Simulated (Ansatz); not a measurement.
Reaction (cleavage of the Si–Si bond): `F[Si@@H](Cl)[Si@@H](F)Cl` + H–F → `F[SiH](F)Cl` + `F[SiH2]Cl`

Isolated molecules relaxed with PBE0-D4/def2-TZVP in Ansatz; ΔE leaves out vibrations. CCSD(T)/CBS is the MP2 limit (def2-TZVPP, def2-QZVPP) plus CCSD(T) − MP2 in def2-TZVPP, frozen cores. This one scheme is used for every species. Functionals use def2-TZVPP. Each species was taken in one conformer, which may not be the lowest.

```tsv
level	ΔE (kJ/mol)
r2SCAN0-D4	-173.0
RPA@PBE/def2-TZVPP	-174.0
```

Question: What does CCSD(T)/CBS give? (Best estimate.)

Answer: Computed: -170.2 kJ/mol. The listed levels differ from it by -2.8, -3.8 kJ/mol.

Largest T1 diagnostic among the species: 0.011.

In def2-TZVPP, CCSD(T) changes the Hartree–Fock value by +28.5 kJ/mol (the triples alone add +4.3 kJ/mol) and MP2 by +24.4 kJ/mol. Leaving LDA and LC-ωPBE aside and taking each functional with its dispersion term where it has one, the values, not all of them listed here, spread over 39.3 kJ/mol, from B2PLYP to revPBE-D4. From PBE to PBE0 (25 % exact exchange), in def2-TZVPP and without D4, ΔE moves by −7.7 kJ/mol.
